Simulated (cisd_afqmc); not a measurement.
Input (AFQMC/CISD/cc-pVDZ; cisd_afqmc is a phaseless AFQMC code with CISD trial states that reads the integrals written by Ansatz):

Ansatz 0.2 input:
```python
import cisd_afqmc

open("ham.yaml", "w").write("""\
crystal:
  periodic: [false, false, false]
  atoms:
    - {symbol: B, position_ang: [-0.44568611, -0.55526888, 0.06376505]}
    - {symbol: H, position_ang: [-0.34084381, -1.32614056, 0.96666647]}
    - {symbol: H, position_ang: [-1.28974469, -0.66070124, -0.77885504]}
    - {symbol: O, position_ang: [0.44205799, 0.46266192, 0.02644421]}
    - {symbol: H, position_ang: [0.32255511, 1.06189086, -0.71819036]}
basis:
  gaussian:
    orbitals: cc-pVDZ
magnetization: {spin_polarized: false}
correlation: {method: ccsd, electrons: outside_noble_gas, hamiltonian_folder: ham}
""")
rep = cisd_afqmc.ansatz("ham.yaml")
e_ccsd = rep["correlation"]["coupled_cluster"]["energy"]["hartree"]
out = cisd_afqmc.run("ham", e_ccsd, trial="CISD", walkers=200, populations=8, threads=8, dt=0.005, steps=40, early=24, settle=10, least=32,
    cut=5e-5, rank_cut=2e-4, target=0.0004, seconds=1500, seed=1, memory=17280, gpu=False)
```

Output:

```
orbitals 41, occupied [6], factors 236 of 388, rank of the doubles 108 of 210
E(HF) = -101.332795
E(CCSD) on the cut factors = -101.633893, shift to the whole factors -0.000011
Energy of the trial state on the determinant = -101.633937
  tau behind 7.2 of longer steps, mean of the populations' last blocks
   2.0  -101.64137
   4.0  -101.64170
   6.0  -101.64088
   8.0  -101.64162
blocks 261 (1 outliers left out), error by blocks joined: 1: 0.00017, 2: 0.00020, 4: 0.00025, 8: 0.00025, 16: 0.00029
E(AFQMC/CISD) = -101.64139 +/- 0.00029
```
